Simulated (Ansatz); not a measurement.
Relaxation of BrGaH₂O (5 atoms, charge 0, multiplicity 1), to a largest force component of 0.03 eV/Å in at most 50 steps.

Level of theory: RKS CAM-B3LYP-D4/def2-SVP (Ansatz).

```xyz
5
Properties=species:S:1:pos:R:3:forces:R:3
Ga -1.029 0.312 0.754 0.02 -0.03 0.02
Br 2.032 -1.035 -0.873 -0.66 0.70 -0.25
O -0.806 1.098 -0.668 0.23 -0.11 -0.11
H 1.078 0.013 -1.291 0.40 -0.55 0.35
H -1.275 -0.388 2.078 0.01 0.00 0.00
```

Question: Where does it end, and by what steps?

Answer: The forces met the threshold. After 13 steps the energy has fallen by 3.150 eV; H4 moved furthest, 1.48 Å. Parted: Br2–H4. Joined: Ga1–Br2, O3–H4.

```json
{"step": "0", "energy less start (eV)": "0.0000", "largest force component (eV/Å)": "0.700", "accepted": "yes"}
{"step": "1", "energy less start (eV)": "-0.1029", "largest force component (eV/Å)": "0.349", "accepted": "yes"}
{"step": "2", "energy less start (eV)": "-0.1540", "largest force component (eV/Å)": "0.614", "accepted": "yes"}
{"step": "3", "energy less start (eV)": "-0.2003", "largest force component (eV/Å)": "0.651", "accepted": "yes"}
{"step": "4", "energy less start (eV)": "-0.2749", "largest force component (eV/Å)": "0.775", "accepted": "yes"}
{"step": "5", "energy less start (eV)": "-0.8865", "largest force component (eV/Å)": "1.977", "accepted": "yes"}
{"step": "6", "energy less start (eV)": "-1.3316", "largest force component (eV/Å)": "5.149", "accepted": "yes"}
{"step": "7", "energy less start (eV)": "-2.3225", "largest force component (eV/Å)": "1.132", "accepted": "yes"}
{"step": "8", "energy less start (eV)": "-2.7234", "largest force component (eV/Å)": "0.818", "accepted": "yes"}
{"step": "9", "energy less start (eV)": "-2.9224", "largest force component (eV/Å)": "1.673", "accepted": "yes"}
{"step": "10", "energy less start (eV)": "-3.1063", "largest force component (eV/Å)": "0.527", "accepted": "yes"}
{"step": "11", "energy less start (eV)": "-3.1382", "largest force component (eV/Å)": "0.401", "accepted": "yes"}
{"step": "12", "energy less start (eV)": "-3.1498", "largest force component (eV/Å)": "0.140", "accepted": "yes"}
{"step": "13", "energy less start (eV)": "-3.1504", "largest force component (eV/Å)": "0.020", "accepted": "yes"}
```

```xyz
5
Properties=species:S:1:pos:R:3
Ga -0.153 -0.199 0.473
Br 1.725 -1.455 0.107
O -0.567 0.980 -0.774
H 0.025 1.022 -1.534
H -1.031 -0.348 1.729
```

Run time: 30 s on 2 threads of Arm Neoverse V2 (shared host), peak memory 0.22 GiB.
